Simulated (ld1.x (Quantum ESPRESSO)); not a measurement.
## S (Z = 16), RRKJ: configuration errors across variants

```
Element                 : S
Generator               : ld1.x (Quantum ESPRESSO) 7.5
Type                    : norm-conserving RRKJ (Kleinman–Bylander form)
Functional              : PBE
Relativity              : non-relativistic
Frozen core             : [Ne]
Valence charge          : 6
Reference configuration : 3s2 3p4
Partial waves           : 3p (bound): rc 1.40 bohr; 3s (bound): rc 1.05 bohr
Local potential         : the s channel
Core correction         : none
rho0                    : 0.005
```

All-electron excitation energies from the reference (eV): (1) 3s2 3p3 11.782; (2) 3s2 3p2 34.078; (3) 3s2 3p1 68.128; (4) 3s1 3p4 22.524; (5) 3s2 3p0 114.928; (6) 3s2 3p4.3 -1.713; (7) 3s2 3p3.5 4.667.

A true bound ghost makes a file unfit for plane-wave use even where its test errors are small: the radial tests pick states by their node count and pass the ghost by.

Errors AE − PS in meV (a dash: test not solved or not reliable):

| change | (1) | (2) | (3) | (4) | (5) | (6) | (7) | bound ghosts |
| --- | --- | --- | --- | --- | --- | --- | --- | --- |
| base | +5.0 | +34 | +120 | +19 | +333 | +0.2 | +0.9 | none |
| all radii scaled by about 0.76 (s 0.80, p 1.06 bohr) | +24 | +152 | +487 | +96 | +1140 | +0.9 | +4.6 | s (extra level of the local part) |
| all radii scaled by about 0.90 (s 0.94, p 1.26 bohr) | +8.5 | +56 | +196 | +44 | +523 | +0.3 | +1.6 | none |
| all radii scaled by about 1.05 (s 1.10, p 1.48 bohr) | +4.6 | +31 | +111 | +16 | +302 | +0.1 | +0.9 | none |
| all radii scaled by about 1.18 (s 1.24, p 1.66 bohr) | +3.3 | +24 | +90 | +3.1 | +259 | +0.1 | +0.6 | none |
| all radii scaled by about 1.26 (s 1.32, p 1.76 bohr) | +3.0 | +23 | +87 | +1.6 | +250 | +0.1 | +0.5 | none |

Question: Give the same row for: all radii scaled by about 1.40 (s 1.46, p 1.96 bohr).

Answer: +3.1, +23, +86, +2.0, +245, +0.1, +0.6; bound ghosts: none.
